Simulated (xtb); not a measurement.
CdF2, SMILES [Cd]([F])[F]. All values are semi-empirical tight-binding results from xtb (GFN2-xTB unless named), good for trends rather than for accurate numbers. Geometry: GFN2-xTB.

Optimised geometry:

```xyz
3

Cd     0.0000     0.0000     0.3185
F      0.0000    -1.5116    -0.8493
F      0.0000     1.5116    -0.8493
```

For metal compounds this method's bond lengths and energies can be far off.

* **point group as xtb finds it**: C2v
* **orbital gap**: 3.00 eV
* **zero-point energy**: 1.2 kcal/mol
* **G − E(el) at 298.15 K (modified RRHO)**: -16.3 kcal/mol

Question: Give the atomic charges and the Wiberg bond orders between heavy atoms. (Estimate from the structure and the level; the computed values follow.)

Answer: charges (e) Cd1 0.55, F2 -0.28, F3 -0.28. Bond orders Cd1–F2 0.93, Cd1–F3 0.93.
